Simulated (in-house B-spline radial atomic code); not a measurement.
Values are calculated unless marked as measured or tabulated.
Making a Troullier-Martins d channel for Zn, r_c = 1.67 bohr

Zn, [Ar] 3d10 4s2, non-relativistic LDA (VWN5), spherical and spin-unpolarised, from a B-spline radial code for spherical atoms (atomic units). The all-electron 3d level is ε = -0.398945 hartree and its outer maximum at 0.56 bohr.

Inside r_c the pseudo-orbital is u(r) = r^3 exp(p(r)), with p = c0 + c2 r² + c4 r⁴ + … + c12 r¹². The seven coefficients follow from p and its first four derivatives at r_c, from zero curvature of the screened potential at the origin, c4 = −c2²/(2l + 5), and from the norm inside r_c. At r_c the all-electron orbital has P = 0.412751, P' = -0.4114216, the screened potential V = -0.9643242, V' = 1.330521, V'' = -2.802782, and the norm inside is Q = 0.9127878.

What are p, p' and p'' at r_c?

p = ln(P/r_c^3) = ln(0.412751/4.65746) = -2.42338. p' = P'/P − 3/r_c = -0.99678 − 1.79641 = -2.79319. The radial equation gives p'' = 2(V − ε) − 2(3) p'/r_c − p'² = -1.13076 − (-10.03540) − 7.80189 = 1.10275. Differentiating, p''' = 2V' + 2(3)p'/r_c² − 2(3)p''/r_c − 2p'p'' = -1.1498, and p'''' = 2V'' − 4(3)p'/r_c³ + 4(3)p''/r_c² − 2(3)p'''/r_c − 2p''² − 2p'p''' = 1.6117.

For a trial c2 the five matching conditions are linear in c0, c6, c8, c10 and c12, and c2 is varied until the norm inside r_c equals Q. The root nearest zero gives:

```csv
n,c_n
0,2.622596
2,-2.721824
4,-0.8231471
6,1.308663
8,-0.5603554
10,0.1082118
12,-0.008071383
```

Check c4 and p(r_c), and find the screened pseudopotential at the origin.

−c2²/9 = -0.823147, as listed. The terms c_n r_c^n are 2.62260, -7.59089, -6.40241, 28.38748, -33.89966, 18.25742, -3.79792, which sum to -2.42338. Inverting the radial equation, V_l(r) = ε + 3 p'/r + (p'' + p'²)/2, so V_l(0) = ε + (2l + 3) c2 = -0.398945 + 7 × (-2.72182) = -19.4517 hartree, finite where the all-electron potential diverges.

Orbitals and screened potentials:

| r (bohr) | P | u | V all-electron | V pseudo |
| --- | --- | --- | --- | --- |
| 0.167 | 0.334 | 0.05941 | -104.0 | -19.41 |
| 0.418 | 0.9647 | 0.6136 | -22.95 | -17.93 |
| 0.668 | 1.013 | 1.138 | -8.528 | -12.48 |
| 0.918 | 0.8546 | 1.032 | -4.019 | -5.173 |
| 1.169 | 0.6785 | 0.7283 | -2.244 | -1.097 |
| 1.42 | 0.5297 | 0.5324 | -1.409 | -0.8035 |
| 1.67 | 0.4128 | 0.4128 | -0.9643 | -0.9643 |

Logarithmic derivatives P'/P at R = 1.97 bohr, for energies E around ε:

| E − ε (hartree) | all-electron | pseudo |
| --- | --- | --- |
| -0.5 | 1.21076 | 1.25461 |
| -0.25 | 0.762711 | 0.798018 |
| -0.1 | 0.150353 | 0.167604 |
| 0 | -0.98485 | -0.984848 |
| 0.1 | -12.2745 | -10.5194 |
| 0.25 | 3.48539 | 3.90715 |
| 0.5 | 1.84109 | 2.0653 |
